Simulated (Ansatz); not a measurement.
Computed with Ansatz on PBE0-D4/def2-TZVP structures; ΔE is electronic, products minus reactants. CCSD(T)/CBS adds triple-zeta CCSD(T) − MP2 to the extrapolated MP2 energy (def2 sets, frozen cores). For Ge outer-core shells are correlated without core-valence functions, which leaves a few kJ/mol of doubt a bond. Scalar relativity is left out up to krypton. One conformer a species, not always the lowest.

Reaction (isomerisation): `C=N[C](=C)[GeH3]` → `C[CH]([GeH3])C#N`

```tsv
species	CCSD(T)/CBS(def2) energy (Eh)
`C=N[C](=C)[GeH3]`	-2249.11765
`C[CH]([GeH3])C#N`	-2249.16184
```

**Question.** Work out ΔE.

**Answer.** ΔE = (-2249.16184) − (-2249.11765) = -0.04419 Eh = -27.7 kcal/mol.

Largest T1 diagnostic among the species: 0.013.

From PBE to PBE0 (25 % exact exchange), in def2-TZVPP and without D4, ΔE moves by −2.1 kcal/mol.
